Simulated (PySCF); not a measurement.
**Electron correlation in B⁺ (boron, charge +1)**

[He] 2s1 2p1, high-spin 3P determinant (an excited configuration). Calculation: PySCF 2.14, in x2c-QZVPPall (7s4p3d2f1g, 57 functions); scalar relativity by spin-free X2C-1e. Frozen: nothing; 4 electrons correlated.

```csv
level,correlation energy (mhartree)
CCSD,-24.90
(T),-0.04
CCSD(T),-24.94
```

Diagnostics: T1 = 0.0017, D1 = 0.0041, largest double amplitude 0.028.

Cost of the coupled-cluster step: of the order of 7 core-seconds, for 4 correlated electrons.

Iterations:

```
CC2 = 0
CCSD nocc = (np.int64(3), np.int64(1)), nmo = (57, 57)
frozen orbitals [[], []]
max_cycle = 100
direct = 0
conv_tol = 1e-08
conv_tol_normt = 1e-06
diis_space = 8
diis_start_cycle = 0
Init t2, MP2 energy = -0.0215179887912126
Init E_corr(UCCSD) = -0.0215179887916225
cycle = 1  E_corr(UCCSD) = -0.0240129283164268  dE = -0.00249493952  norm(t1,t2) = 0.0141754
cycle = 2  E_corr(UCCSD) = -0.0245755491051332  dE = -0.000562620789  norm(t1,t2) = 0.00622679
cycle = 3  E_corr(UCCSD) = -0.0249208201183886  dE = -0.000345271013  norm(t1,t2) = 0.00297095
cycle = 4  E_corr(UCCSD) = -0.0248978999231213  dE = 2.29201953e-05  norm(t1,t2) = 0.000345811
cycle = 5  E_corr(UCCSD) = -0.0249026907658912  dE = -4.79084277e-06  norm(t1,t2) = 3.45712e-05
cycle = 6  E_corr(UCCSD) = -0.0249022739156152  dE = 4.16850276e-07  norm(t1,t2) = 3.79336e-06
cycle = 7  E_corr(UCCSD) = -0.0249022973286359  dE = -2.34130207e-08  norm(t1,t2) = 5.4147e-07
cycle = 8  E_corr(UCCSD) = -0.0249022987577535  dE = -1.42911757e-09  norm(t1,t2) = 1.06505e-07
UCCSD converged
E(UCCSD) = -24.15394837377929  E_corr = -0.02490229875775348
UCCSD(T) correction = -3.77319676823393e-05
```

The basis was made for the ground configuration and has no added diffuse functions, which can raise the energy of the promoted electron.

This basis was not built for core-valence correlation, so the inner-shell part is incomplete.
